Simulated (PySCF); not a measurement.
# From orbital energies to excitation energies

Species: C7H5N.
SMILES: `C(C(=NC=C)C#C)#C`

Method used: TDDFT PBE0/def2-SVPD, vertical, gas phase, core orbitals frozen in the response (PySCF 2.14.0, density-fitted response routines). Geometry: GFN2-xTB, one conformer, isolated molecule. Torsions of this conformer, `[CH:1]#[C:2][C:3]([C:4]#[CH:5])=[N:6][CH:7]=[CH2:8]`: C3–N6–C7–C8 -179°.

Orbital energies (eV): HOMO-3 -8.67, HOMO-2 -8.32, HOMO-1 -7.96, HOMO -7.01, LUMO -2.45, LUMO+1 0.05, LUMO+2 0.57.

Question: Among the lowest singlets, which states do these configurations lead, and at what energies: HOMO-2→LUMO, HOMO→LUMO, HOMO→LUMO+1, HOMO-3→LUMO, HOMO-1→LUMO?

Answer: 

```csv
state,leading configuration,weight,Δε (eV),E (eV),E − Δε (eV),f,other configurations
S1,HOMO-1→LUMO,0.97,5.51,3.82,-1.69,0.0009,–
S2,HOMO→LUMO,0.96,4.56,4.39,-0.18,0.592,–
S3,HOMO-2→LUMO,0.95,5.87,4.42,-1.45,0.0025,–
S5,HOMO-3→LUMO,0.91,6.22,5.25,-0.97,0.084,–
S6,HOMO→LUMO+1,0.95,7.06,5.74,-1.32,0.0000,–
```

E − Δε runs from -1.69 to -0.18 eV. By orbital difference alone the order would be S2, S1, S3, S5, S6. Δε is the difference of the two orbital energies.

H and L stand for HOMO and LUMO. The other states: S4 5.06 eV, f 0.0000, H-4→L (96%).

Question: Pair triplets and singlets of the same leading configuration (75% or more in both) and give the splittings.

Answer: 

```json
{"configuration": "HOMO→LUMO", "triplet": "T1", "E(T) (eV)": "2.35", "singlet": "S2", "E(S) (eV)": "4.39", "E(S) − E(T) (eV)": "+2.04"}
{"configuration": "HOMO-1→LUMO", "triplet": "T2", "E(T) (eV)": "3.27", "singlet": "S1", "E(S) (eV)": "3.82", "E(S) − E(T) (eV)": "+0.55"}
```

The 2 triplets are Tamm–Dancoff values, the singlets full response.

Summed over the main configurations (up to three a state, each over 8%) of all 6 singlets, the electron leaves HOMO with weight 1.91, HOMO-1 with weight 0.97, HOMO-4 with weight 0.96 and HOMO-2 with weight 0.95.

On Intel Xeon 6975P-C, one thread, no GPU (shared host), this took 18 s wall and 0.79 GiB of memory at its peak.
